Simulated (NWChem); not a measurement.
System meant: CH3ClSTi; SMILES [CH3][Ti]([Cl])=[S]

Here is an NWChem input.

```
start job
memory heap 200 mb stack 900 mb global 1100 mb
geometry units angstroms noautosym nocenter noautoz
  Ti    -0.230839     0.058761     0.412350
  S      0.880412     1.716400    -0.118295
  Cl     0.719780    -1.879293    -0.065817
  C     -2.002775     0.241371    -0.621481
  H     -2.654077    -0.623379    -0.359179
  H     -1.794005     0.218526    -1.712012
  H     -2.509012     1.202603    -0.388854
end
basis spherical
  Ti library 6-31g*
  S library 6-31g*
  Cl library 6-31g*
  C library 6-31g*
  H library 6-31g*
end
dft
  xc m06-l
  iterations 150
end
property
  shielding
end
task dft property
```

End of the output:

```
 Vector   35  Occ=0.000000D+00  E=-1.204890D-01
              MO Center= -1.7D-02,  2.8D-01,  3.7D-01, r^2= 2.2D+00
   Bfn.  Coefficient  Atom+Function         Bfn.  Coefficient  Atom+Function
  ----- ------------  ---------------      ----- ------------  ---------------
    19      0.540453  1 Ti d -1              24      0.353227  1 Ti d -1
    43     -0.292319  2 S  pz                21     -0.210209  1 Ti d  1
    47     -0.196359  2 S  pz                18      0.166042  1 Ti d -2
    22     -0.138933  1 Ti d  2              26     -0.137016  1 Ti d  1
    42     -0.125379  2 S  py                61      0.124685  3 Cl pz

 center of mass
 --------------
 x =   0.17236427 y =  -0.06558678 z =   0.04322621

 moments of inertia (a.u.)
 ------------------
         844.586870618415          24.194729704204         -36.955892556508
          24.194729704204         447.524952664555          12.049781864030
         -36.955892556508          12.049781864030        1176.296436796544

     Multipole analysis of the density
     ---------------------------------

     L   x y z        total         alpha         beta         nuclear
     -   - - -        -----         -----         ----         -------
     0   0 0 0     -0.000000    -32.000000    -32.000000     64.000000

     1   1 0 0     -1.248918     -2.769912     -2.769912      4.290906
     1   0 1 0     -0.183753      0.802780      0.802780     -1.789312
     1   0 0 1      1.303548      0.773510      0.773510     -0.243472

     2   2 0 0    -38.263177   -131.630992   -131.630992    224.998807
     2   1 1 0     -0.658219      6.404246      6.404246    -13.466711
     2   1 0 1     -1.169017    -14.694813    -14.694813     28.220608
     2   0 2 0    -43.416022   -217.195592   -217.195592    390.975162
     2   0 1 1      0.256715      3.932931      3.932931     -7.609147
     2   0 0 2    -32.548489    -33.356235    -33.356235     34.163982

          -----------------------------------------
          Chemical Shielding Tensors (GIAO, in ppm)
          -----------------------------------------

 ------------------------------------------------------------------------
  xm06: d2 not coded                    0
 ------------------------------------------------------------------------
 ------------------------------------------------------------------------
  current input line :
    26: task dft property
 ------------------------------------------------------------------------
 ------------------------------------------------------------------------
 This error has not yet been assigned to a category
 ------------------------------------------------------------------------
 For more information see the NWChem manual at https://nwchemgit.github.io

0: xm06: d2 not coded:Received an Error in Communication
```

**Question.** Can this run be used? If not, why, and what is the fix?

**Answer.** The run crashed. Cause: this functional's second derivatives, which shieldings need, aren't coded here; the fix takes a hybrid GGA instead. This input runs:
```
start job
memory heap 200 mb stack 900 mb global 1100 mb
geometry units angstroms noautosym nocenter noautoz
  Ti    -0.230839     0.058761     0.412350
  S      0.880412     1.716400    -0.118295
  Cl     0.719780    -1.879293    -0.065817
  C     -2.002775     0.241371    -0.621481
  H     -2.654077    -0.623379    -0.359179
  H     -1.794005     0.218526    -1.712012
  H     -2.509012     1.202603    -0.388854
end
basis spherical
  Ti library 6-31g*
  S library 6-31g*
  Cl library 6-31g*
  C library 6-31g*
  H library 6-31g*
end
dft
  xc pbe0
  iterations 150
end
property
  shielding
end
task dft property
```
It converges to -1747.19834 Ha (PBE0/6-31G* (spherical d), GIAO).
